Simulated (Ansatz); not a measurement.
Gas-phase electronic energies from Ansatz, PBE0-D4/def2-TZVP geometries. CBS: MP2 limit from def2 TZ/QZ plus the TZ coupled-cluster correction, frozen cores. DFT in def2-TZVPP. B3LYP here is the variant with VWN-RPA as its local correlation; programs differ in this. HSE06 is defined as in plane-wave codes. One conformer a species, not always the lowest.

Reaction (cleavage of the B–Si bond): `C[SiH](F)B[SiH3]` + `[SiH3]S` → `[SiH3]BS[SiH3]` + `C[SiH2]F`

`C[SiH](F)B[SiH3]`:

```xyz
13

C     0.162    0.473   -2.299
Si   -0.259   -0.686   -0.898
F     0.983   -1.695   -0.700
B    -0.671    0.306    0.791
Si    0.348    0.085    2.502
H     1.015    1.108   -2.050
H    -0.691    1.117   -2.527
H     0.412   -0.097   -3.196
H    -1.428   -1.537   -1.268
H    -1.627    1.028    0.766
H     0.190    1.204    3.471
H     1.800   -0.159    2.286
H    -0.234   -1.146    3.120
```

`[SiH3]S`:

Z-matrix (Å, degrees):
```
Si
S 1 2.137
H 1 1.485 2 111.6
H 1 1.485 2 111.6 3 -122.0
H 1 1.482 2 104.8 3 119.0
H 2 1.344 1 94.7 3 60.9
```

`[SiH3]BS[SiH3]`:

Cartesian coordinates in Å:
```
Si 1.362 -1.515 1.397
B 0.435 -0.128 0.275
S -1.188 -0.455 -0.361
Si -1.545 1.389 -1.427
H 2.656 -1.892 0.761
H 1.673 -0.946 2.740
H 0.549 -2.747 1.583
H 0.965 0.918 0.029
H -0.516 1.559 -2.479
H -2.892 1.293 -2.041
H -1.498 2.526 -0.477
```

`C[SiH2]F`:

Z-matrix (Å, degrees):
```
C
Si 1 1.853
H 1 1.094 2 110.1
H 1 1.092 2 111.0 3 -119.6
H 1 1.092 2 111.1 3 119.7
F 2 1.604 1 109.4 3 179.8
H 2 1.485 1 111.5 3 61.3
H 2 1.485 1 111.5 3 -61.7
```

Task: Is it downhill or uphill in electronic energy at CCSD(T)/CBS, and by how much? (An estimate is asked.)

Result: Computed: Downhill: ΔE = -28.5 kcal/mol.

Task: What do these levels give: PBE-D4, revPBE-D4, r2SCAN-D4, BHLYP-D4, ωB97M-V, B2PLYP, PBE-QIDH, PBE, B3LYP, HSE06, RPA@PBE/def2-TZVPP, SCS-MP2/def2-QZVPP? (An estimate is asked.)

Result: Ansatz gave: PBE-D4 -27.7, revPBE-D4 -27.7, r2SCAN-D4 -28.3, BHLYP-D4 -27.9, ωB97M-V -28.3, B2PLYP -29.1, PBE-QIDH -29.1, PBE -27.5, B3LYP -27.7, HSE06 -27.6, RPA@PBE/def2-TZVPP -28.5, SCS-MP2/def2-QZVPP -30.0 kcal/mol.

Largest T1 diagnostic among the species: 0.015.

In def2-TZVPP, CCSD(T) changes the Hartree–Fock value by −1.9 kcal/mol (the triples alone add −1.0 kcal/mol) and MP2 by −4.6 kcal/mol. Leaving LDA and LC-ωPBE aside and taking each functional with its dispersion term where it has one, the values, not all of them listed here, spread over 2.0 kcal/mol, from PBE-QIDH to ωB97X-V. LDA lies −1.3 kcal/mol from PBE without D4. At CCSD(T), def2-SVP lies −1.9 kcal/mol from the extrapolated value and def2-TZVPP −0.0 kcal/mol.
